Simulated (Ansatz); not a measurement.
CH4BrNOSi, SMILES `Br[SiH]1NCO1` at its PBE0-D4/def2-TZVP geometry, where that method's forces vanish. The species carries charge 0 and has multiplicity 1.

```xyz
9

Br    2.0576   -1.3378    1.4845
Si    0.0363   -0.6548    0.8841
N    -0.1042    0.9369    0.2718
C    -0.3552    0.3408   -1.0442
O    -0.4203   -1.0448   -0.6614
H    -0.8574   -1.1181    1.9603
H     0.5067    1.7316    0.3469
H     0.4516    0.5049   -1.7672
H    -1.3151    0.6413   -1.4746
```

(1) What forces (eV/Å) does PBE-D4/def2-TZVPP give on these atoms in Ansatz 0.2.0? (An estimate is asked.)

Answers

(1) Computed: 
```
Br1  0.272 -0.102  0.099
Si2  0.087 -0.098  0.467
N3  -0.210  0.298  0.153
C4   0.030  0.231 -0.160
O5  -0.235 -0.688 -0.435
H6  -0.118 -0.060  0.138
H7   0.221  0.295  0.035
H8   0.181  0.055 -0.185
H9  -0.227  0.068 -0.112
```
